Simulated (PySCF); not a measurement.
**Relaxation of triplet TcCl₃**

Level of theory: PySCF, UPBE0, basis Tc def2-SVP with ECP28, Cl def2-SVP (scalar-relativistic core potentials, no spin–orbit coupling, density fitting). A (50,194) grid was used.

A hand-made T-shaped start, of C2v symmetry, held to at least that symmetry:

Coordinates in bohr (charge 0 multiplicity 3):
```
Tc    0.0000    0.0000   -0.7873
Cl    0.0000    0.0000    3.5023
Cl    4.2870    0.0000   -0.6377
Cl   -4.2870    0.0000   -0.6377
```

Task: What forces act on the atoms at the start (eV/Å)?

Result: 
```tsv
atom	Fx	Fy	Fz
Tc1	0.00	0.00	1.84
Cl2	0.00	0.00	-0.51
Cl3	-0.60	0.00	-0.67
Cl4	0.60	0.00	-0.67
```

Task: What does it relax to?

Result: It ends at C2v with Tc–Cl 2.215 Å, Tc–Cl 2.224 Å (×2); Cl–Tc–Cl 101.2° (×2), Cl–Tc–Cl 157.7° (after a last refinement on a finer grid). A frequency run shows a minimum.

Task: How much energy is released, and in how many steps?

Result: 35.6 kJ/mol in 5 steps.

With open d or f shells other occupations or spin states may lie lower. At this level a quintet minimum of C2v symmetry lies 125 kJ/mol below this structure.

The relaxation took about 110 core-seconds on a shared host.
